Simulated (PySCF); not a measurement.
# Exact mass, isotope pattern and composition

Species: C4H12AlNO2.

Calculated for natural abundance.

Problem. Find the molar and monoisotopic masses of C4H12AlNO2.

Solution. For C4H12AlNO2, with standard atomic weights, 4 × 12.011 + 2 × 15.999 + 1 × 14.007 + 1 × 26.982 + 12 × 1.008 = 133.127 g/mol. From the most abundant isotopes (12C, 16O, 14N, 27Al, 1H), 4 × 12.000000 + 2 × 15.994915 + 1 × 14.003074 + 1 × 26.981539 + 12 × 1.007825 = 133.0683 u.

Problem. What cluster does the molecular ion M+• show when like nominal masses merge?

Solution. 
| nominal mass | m/z (centroid) | relative intensity |
| --- | --- | --- |
| 133 | 133.0678 | 100.0 |
| 134 | 134.0708 | 4.9 |
| 135 | 135.0723 | 0.5 |

Cut off at 0.1 %. One electron mass, 0.00055 u, is taken off. Abundances used (%; other tables differ somewhat): 12C 98.93, 13C 1.07; 16O 99.757, 17O 0.038, 18O 0.205; 14N 99.632, 15N 0.368; 1H 99.9885, 2H 0.0115.

Problem. Which singly substituted isotopologues are there?

Solution. Intensity in % of the monoisotopic species:

| isotope | mass shift (u) | m/z | intensity (%) |
| --- | --- | --- | --- |
| 15N | +0.99703 | 134.0648 | 0.37 |
| 13C | +1.00335 | 134.0711 | 4.33 |
| 17O | +1.00422 | 134.0720 | 0.08 |
| 2H | +1.00628 | 134.0741 | 0.14 |
| 18O | +2.00425 | 135.0720 | 0.41 |

Species under 0.02 % are left out.

Problem. Count the protons, neutrons and electrons of the monoisotopic species, and give its exact less its nominal mass.

Solution. 72 protons, 61 neutrons and 72 electrons; 133.0683 − 133 = +0.0683 u.

Problem. Which m/z would the protonated, sodiated and deprotonated molecule have?

Solution. [M+H]+ 134.0756, [M+Na]+ 156.0576, [M−H]− 132.0611, for the monoisotopic species (arithmetic only; whether such ions form is another matter).

Problem. What share of all molecules is the monoisotopic species?

Solution. 0.9893^4 × 0.99757^2 × 0.99632 × 1 × 0.999885^12 = 94.84 %.

Problem. Give the mass fraction of each element.

Solution. C 36.09 %, O 24.04 %, N 10.52 %, Al 20.27 %, H 9.09 %.
